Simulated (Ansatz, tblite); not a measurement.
Two members of one family ((SiO)n off), computed with Ansatz in the gas phase. The two geometries come from different levels. HOMO and LUMO are taken over both spins. The structures are stationary points that may keep the symmetry of their start.

First: Si2O2⁺ (doublet, charge 1, PBE0-D4/def2-TZVP geometry).

Cartesian coordinates in Å:
```
Si 1.1837 -0.1560 0.0091
Si -1.1837 0.1560 -0.0091
O 0.1298 1.0188 0.5749
O -0.1298 -1.0188 -0.5749
```

```json
{"level": "PBE-D4/def2-SVP", "HOMO (eV)": "-12.82", "LUMO (eV)": "-11.85", "gap (eV)": "0.97"}
{"level": "B3LYP-D4/6-31G", "HOMO (eV)": "-14.01", "LUMO (eV)": "-11.68", "gap (eV)": "2.33"}
{"level": "PBE0-D4/def2-SVP", "HOMO (eV)": "-14.07", "LUMO (eV)": "-11.20", "gap (eV)": "2.87"}
```

The relaxed quartet lies at 3.14 eV (r2SCAN-D4/def2-TZVP) to 4.05 eV (ωB97M-V/def2-TZVP) from the doublet.

Second: Si7O6⁺ (doublet, charge 1, r2SCAN-D4/def2-SVP geometry).

```xyz
13

Si   -1.771   -3.132   -0.035
Si    1.282   -3.023   -1.440
Si    1.309    0.006   -0.400
Si   -0.178    1.802   -1.334
Si    0.532    3.651    1.102
Si   -1.038   -0.170    0.629
Si    0.862    0.426    1.966
O    -0.228   -2.942   -0.697
O     0.137    3.193   -0.489
O     1.750   -1.375   -1.160
O    -1.448    1.012   -0.439
O     0.732    2.075    1.713
O    -1.939   -1.522    0.584
```

Estimate the same table for the second.


```json
{"level": "PBE-D4/def2-SVP", "HOMO (eV)": "-8.92", "LUMO (eV)": "-8.34", "gap (eV)": "0.58"}
{"level": "B3LYP-D4/6-31G", "HOMO (eV)": "-9.73", "LUMO (eV)": "-8.17", "gap (eV)": "1.56"}
{"level": "PBE0-D4/def2-SVP", "HOMO (eV)": "-9.93", "LUMO (eV)": "-7.83", "gap (eV)": "2.09"}
```
